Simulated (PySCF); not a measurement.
Species: C₃H₁₂B₂N₂O.
Numbering: `[CH3:1][O:2][CH2:3][B:4]([CH3:5])[NH:6][BH:7][NH2:8]` (hydrogens: H9, H10, H11 on C1; H12, H13 on C3; H14, H15, H16 on C5; H17 on N6; H18 on B7; H19, H20 on N8)

Jobs on this species (20 atoms, 62 electrons) with PySCF (density fitting). Hardware of each: one thread, Arm Neoverse N1 (aarch64), on a shared host. The host was shared with other jobs, so the times are rough. Peak memory is the resident size of the whole Python process, interpreter and libraries included.

```
                                        level and settings                                                                                                  work  basis functions  SCF cycles  wall time  peak memory
                                            PBE0/def2-SVPD  6 singlets by full TDDFT, 2 Tamm–Dancoff triplets, polarisability, density and orbital grids written              259           ?          ?            ?
HSE06/pcSseg-1, IEF-PCM benzene, energy threshold 1e-06 Eh                                                                                            shieldings              196           8       63 s      1.1 GiB
                                             PBE0/pcSseg-1                            shieldings, charges and field gradients, density and orbital grids written              196          14       65 s     0.81 GiB
```

Fill in the missing figures.

- PBE0/def2-SVPD; 6 singlets by full TDDFT, 2 Tamm–Dancoff triplets, polarisability, density and orbital grids written: 1.8 min, 1.1 GiB, 14 SCF cycles

What do all jobs in the table cost together?

About 3.9 min; the longest takes about 46 % of that, and about 1.7 times as long as the shortest.
